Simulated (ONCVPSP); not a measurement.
Au: excitation energies, all-electron against ONCV

gold (Au), optimised norm-conserving Vanderbilt (ONCV), made with ONCVPSP 4.0.1 (PBE, scalar-relativistic). Core [Kr] 4d10 4f14, reference 5s2 5p6 5d10 6s1. Waves: 5s+6s: rc 1.80 bohr, ncon 3, nbas 7, qcut 7.7 1/bohr, 2 projectors; 5p: rc 1.65 bohr, ncon 5, nbas 8, qcut 8.6 1/bohr, 2 projectors, debl 1.1 Ha; 5d: rc 1.50 bohr, ncon 4, nbas 8, qcut 6.9 1/bohr, 2 projectors, debl 3.3 Ha. Local part: polynomial inside 1.15 bohr (lpopt 5, dvloc0 0 Ha). Core correction: Teter function fitted to the true core (icmod 2), fcfact 0.15.

In the p channel the program set the typed energies aside and used -2.197, 0.250 Ha.

Energies are relative to the spin-unpolarised reference configuration 5s2 5p6 5d10 6s1; without spin polarisation the order of configurations can differ from experiment.

| valence configuration | charge | ΔE all-electron (eV) | error AE − PS (meV) |
| --- | --- | --- | --- |
| 5s2 5p6 5d10 6s0 | +1 | 9.409 | -6.3 |
| 5s2 5p6 5d9 6s2 | 0 | 1.693 | -3.0 |

**Question.** What are ΔE and the potential's error for 5s2 5p6 5d8 6s0?

**Answer.** ΔE = 64.495 eV all-electron; the error (AE − PS) is -15 meV.

**Question.** What are ΔE and the potential's error for 5s2 5p6 5d9 6s0?

**Answer.** ΔE = 30.617 eV all-electron; the error (AE − PS) is -7.6 meV.

Levels in the configuration 5s2 5p6 5d9 6s2:

| level | all-electron (eV) | pseudo (eV) |
| --- | --- | --- |
| 5s | -111.292 | -111.212 |
| 5p | -62.532 | -62.519 |
| 5d | -8.950 | -8.957 |
| 6s | -6.663 | -6.657 |

Note: no bound ghost flagged; GHOST(+) flagged for s at 119.2 eV.
